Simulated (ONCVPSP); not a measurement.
# Ca (Z = 20) ONCV: all-electron and pseudo phase curves

```json
{
 "Element": "Ca",
 "Generator": "ONCVPSP 4.0.1",
 "Type": "optimised norm-conserving Vanderbilt (ONCV)",
 "Functional": "LDA (Perdew-Zunger)",
 "Relativity": "scalar-relativistic",
 "Frozen core": "[Ne]",
 "Valence charge": "10",
 "Reference configuration": "3s2 3p6 (charge +2)",
 "Partial waves": "3s: rc 1.15 bohr, ncon 4, nbas 8, qcut 6.6 1/bohr, 2 projectors, debl 0.8 Ha; 3p: rc 1.40 bohr, ncon 4, nbas 8, qcut 11 1/bohr, 2 projectors, debl 0.7 Ha; d scattering state at 0.04 Ha: rc 1.55 bohr, ncon 4, nbas 7, qcut 5.6 1/bohr, 3 projectors, debl 2.7 Ha",
 "Local potential": "polynomial inside 1.00 bohr (lpopt 5, dvloc0 4 Ha)",
 "Core correction": "Teter function, fcfact 3.25, rcfact 1.35"
}
```

In the s channel the program set the typed energies aside and used -2.281, 0.250 Ha. In the p channel the program set the typed energies aside and used -1.584, 0.250 Ha. In the d channel the program set the typed energies aside and used 0.050, 2.750, 5.450 Ha.

The phase is arctan(r·R′/R) of the radial function R(r), unwrapped; energies in Ha, scanned from -4 to 5 Ha. A pole is an energy at which the radial function vanishes at the test radius. The pseudo phase is shifted by a multiple of π to meet the all-electron one at the reference energy, and phase errors are pseudo minus all-electron; the curves can meet again beyond the range given. Levels narrower than the energy grid can be missing from the lists of poles.

Q: For each channel, where are the poles, and over which energies does the pseudopotential scatter like the atom?

A:

```
channel  radius (bohr)  reference energy (Ha)  poles, all-electron  poles, pseudo  unbroken range about the reference energy with phases within 0.05 rad  phase error 1 Ha above the reference energy (rad)
      s           1.17                  -2.28                 1.73           1.73                                                        the whole range                                             -0.000
      p           1.42                  -1.58                 0.20           0.20                                                        the whole range                                             -0.000
      d           1.57                   0.05                 0.65           0.65                                                        the whole range                                             +0.000
```

Note: ghosts flagged at negative energy: d at -135.0 eV; GHOST(+) flagged for s at 353.3 eV. A true bound ghost makes a file unfit for plane-wave use.

Phases in the p channel:

```
E (Ha)  all-electron  pseudo
 -3.98         0.973   0.972
 -3.74         0.900   0.899
 -3.50         0.803   0.803
 -3.26         0.670   0.670
 -3.02         0.484   0.484
 -2.78         0.228   0.228
 -2.54        -0.098  -0.098
 -2.30        -0.442  -0.442
 -2.06        -0.737  -0.737
 -1.82        -0.958  -0.958
 -1.58        -1.116  -1.116
 -1.34        -1.232  -1.232
 -1.10        -1.318  -1.318
 -0.86        -1.385  -1.385
 -0.62        -1.440  -1.440
 -0.38        -1.485  -1.485
 -0.14        -1.524  -1.524
  0.10        -1.558  -1.558
  0.34        -1.589  -1.589
  0.58        -1.618  -1.618
  0.82        -1.646  -1.646
  1.06        -1.673  -1.673
  1.30        -1.700  -1.700
  1.54        -1.729  -1.729
  1.78        -1.759  -1.759
  2.02        -1.791  -1.792
  2.26        -1.828  -1.828
  2.50        -1.870  -1.871
  2.74        -1.919  -1.921
  2.98        -1.980  -1.982
  3.22        -2.056  -2.059
  3.46        -2.155  -2.160
  3.70        -2.289  -2.298
  3.94        -2.475  -2.489
  4.18        -2.728  -2.751
  4.42        -3.048  -3.080
  4.66        -3.388  -3.424
  4.90        -3.682  -3.715
```
